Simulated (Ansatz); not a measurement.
Method: PBE0-D3(BJ)/def2-TZVP in Ansatz (a quantum-chemistry and plane-wave program). No frequencies were computed at this level.

Ansatz 0.2 input:
```yaml
crystal:
  periodic: [false, false, false]
  atoms:
    - { symbol: Se, position_ang: [-0.000793, 0.669592, -0.000001] }
    - { symbol: H, position_ang: [-1.028005, -0.336007, 0.000004] }
    - { symbol: H, position_ang: [1.028798, -0.333585, -0.000003] }
basis:
  gaussian: { orbitals: def2-tzvp }
hamiltonian:
  xc: pbe0
  dispersion: d3bj
relax:
  max_steps: 150
```

Output:

```
Functional definition: PBE0
500 factors; their error is unknown
mean field evaluation 1: about -65373.6975 eV, gradient 8.4e0 eV
mean field evaluation 2: about -65373.8268 eV, gradient 4.2e0 eV
mean field evaluation 4: about -65373.8800 eV, gradient 1.2e-1 eV
mean field evaluation 8: about -65374.2999 eV, gradient 3.8e-1 eV
mean field evaluation 16: about -65374.3000 eV, gradient 1.0e-5 eV
mean field -65374.29999620 eV, -2402.4612125684 hartree, gradient 1.0e-5 eV, S^2 0.000000; 0 other end points of the search recorded, 0 dependent functions left out
reference -65374.30001444 eV, -2402.4612132387 hartree; 18, 18 occupied and 42, 42 virtual orbitals, 500 factors
relax step   1: F+E_penalty+E_count = -65374.32009995 eV  Δ(F+E_penalty+E_count) = +0.000e0 eV  max|allowed force component| = 9.579e-1 eV/Å  Δτ_max = 0.0000 Å  (25 SCF iters, accepted)
these checks for a lower state are left out or cut short: starts, cluster_reference, orbital_swaps, neighbouring_geometries, increment
500 factors; their error is unknown
mean field -65374.31893502 eV, -2402.4619085572 hartree, gradient 8.0e-6 eV, S^2 0.000000; 0 other end points of the search recorded, 0 dependent functions left out
reference -65374.31895327 eV, -2402.4619092278 hartree; 18, 18 occupied and 42, 42 virtual orbitals, 500 factors
relax step   2: F+E_penalty+E_count = -65374.33903053 eV  Δ(F+E_penalty+E_count) = -1.893e-2 eV  max|allowed force component| = 2.069e-1 eV/Å  Δτ_max = 0.0188 Å  (29 SCF iters, accepted)
these checks for a lower state are left out or cut short: starts, cluster_reference, orbital_swaps, neighbouring_geometries, increment
500 factors; their error is unknown
mean field evaluation 32: about -65374.3198 eV, gradient 8.5e-6 eV
mean field -65374.31975947 eV, -2402.4619388550 hartree, gradient 8.5e-6 eV, S^2 0.000000; 0 other end points of the search recorded, 0 dependent functions left out
reference -65374.31977770 eV, -2402.4619395251 hartree; 18, 18 occupied and 42, 42 virtual orbitals, 500 factors
relax step   3: F+E_penalty+E_count = -65374.33985578 eV  Δ(F+E_penalty+E_count) = -8.252e-4 eV  max|allowed force component| = 1.587e-2 eV/Å  Δτ_max = 0.0064 Å  (30 SCF iters, accepted)
these checks for a lower state are left out or cut short: starts, cluster_reference, orbital_swaps, neighbouring_geometries, increment
500 factors; their error is unknown
mean field -65374.31979794 eV, -2402.4619402686 hartree, gradient 8.4e-6 eV, S^2 0.000000; 0 other end points of the search recorded, 0 dependent functions left out
reference -65374.31981618 eV, -2402.4619409390 hartree; 18, 18 occupied and 42, 42 virtual orbitals, 500 factors
relax step   4: F+E_penalty+E_count = -65374.33989317 eV  Δ(F+E_penalty+E_count) = -3.740e-5 eV  max|allowed force component| = 3.592e-4 eV/Å  Δτ_max = 0.0022 Å  (30 SCF iters, accepted)
500 factors; their error is unknown
mean field -65374.31979794 eV, -2402.4619402686 hartree, gradient 8.4e-6 eV, S^2 0.000000; 1 other end points of the search recorded, 0 dependent functions left out
reference -65374.31981618 eV, -2402.4619409390 hartree; 18, 18 occupied and 42, 42 virtual orbitals, 500 factors
Total energy: -65374.33991141 eV, -2402.4626794252 hartree
Atom 0 at    -0.000807     0.684322    -0.000001 Å, force     0.000001    -0.000359     0.000000 eV/Å
Atom 1 at    -1.047370    -0.343397     0.000004 Å, force     0.000251     0.000180    -0.000000 eV/Å
Atom 2 at     1.048177    -0.340925    -0.000003 Å, force    -0.000252     0.000179     0.000000 eV/Å
Dipole moment:     0.000193    -0.163478     0.000000 e Å
```

Cost: very roughly 5 core-seconds.
